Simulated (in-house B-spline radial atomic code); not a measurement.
**RPA and G0W0 on wB97X: Lu III (Lu2+)**

Configuration [Xe] 4f14 6s1, highest spin, mean-field start wB97X. Computed with an all-electron radial atomic-structure program (B-spline basis): all electrons, scalar-relativistic (spin-free one-electron X2C), finite nucleus, each spin shell either full or empty, empty states to l = 9 with an (l + 1/2)⁻⁴ tail; G0W0 by contour deformation at full frequency.

Without the two-electron picture change, the correlation of inner shells comes somewhat too large for so heavy an element.

RPA overbinds a lone outer s electron by self-correlation, and G0W0 tends to as well.

Command:
```bash
python run_gw.py task.json out
```
Settings (radii: box in bohr, nucleus in fm):
```
Z                        71
electrons                69
configuration            [Xe] 4f14 6s1
hamiltonian              x2c
method                   wb97x
lmax                     9
rms_radius               5.37
spin_polarised           True
box_radius               17.55
intervals                68
ion_configuration        [Xe] 4f14
```

Cost of the run: 10 s on 1 thread of AMD EPYC 7R13 Processor (shared host).

Energies (hartree):

| term | value |
| --- | --- |
| mean-field total | -14563.62967 |
| Hartree-Fock functional on these orbitals | -14557.72775 |
| direct second order | -7.4824 |
| second-order exchange | 1.8318 |
| SOSEX correction | 1.6813 |

**Question.** What is the RPA correlation energy, and what remains with SOSEX?

**Answer.** RPA gives -6.2647 hartree (-2.47 eV per electron); RPA + SOSEX gives -4.5834, and the second-order doubles -5.6506 hartree (no singles). RPA lacks exchange-type terms and so overcorrelates at short range.

Quasi-particle levels (eV):

```json
{"level": "6s up", "occupied": "yes", "mean field": "-20.379", "Σx - vxc": "0.31", "Σc": "?", "QP weight": "?", "G0W0": "?"}
{"level": "4f down", "occupied": "yes", "mean field": "-32.39", "Σx - vxc": "-8.71", "Σc": "4.49", "QP weight": "0.890", "G0W0": "-36.61"}
{"level": "4f up", "occupied": "yes", "mean field": "-32.43", "Σx - vxc": "-8.72", "Σc": "4.50", "QP weight": "0.890", "G0W0": "-36.65"}
{"level": "5p down", "occupied": "yes", "mean field": "-53.24", "Σx - vxc": "-3.05", "Σc": "-0.15", "QP weight": "0.981", "G0W0": "-56.44"}
{"level": "5d up", "occupied": "no", "mean field": "-12.873", "Σx - vxc": "1.88", "Σc": "-1.65", "QP weight": "0.952", "G0W0": "-12.638"}
```

G0W0 = mean field + (Σx - vxc) + Σc, with Σc (partial-wave tail included) taken at the quasi-particle energy. Only the outer levels were computed.

**Question.** Where does G0W0 put 6s up?

**Answer.** At -21.360 eV, with Σc = -1.29 eV and a quasi-particle weight of 0.968. The tabulated removal energy is 20.959 ± 0.0012 eV (NIST, measured); the calculation leaves out spin-orbit coupling, Breit and QED terms, and what these don't explain is the method's own error.

**Question.** What does it cost to remove one electron (to [Xe] 4f14) by differences of total energies, each species on its own start (correlation terms add to the Hartree-Fock functional)?

**Answer.** wB97X 20.493 eV, Hartree-Fock functional 19.865 eV, + RPA 21.126 eV, + RPA + SOSEX 20.721 eV, + second order 21.511 eV. Tabulated: 20.959 ± 0.0012 eV (NIST, measured); the calculation leaves out spin-orbit coupling, Breit and QED terms, and what these don't explain is the method's own error.
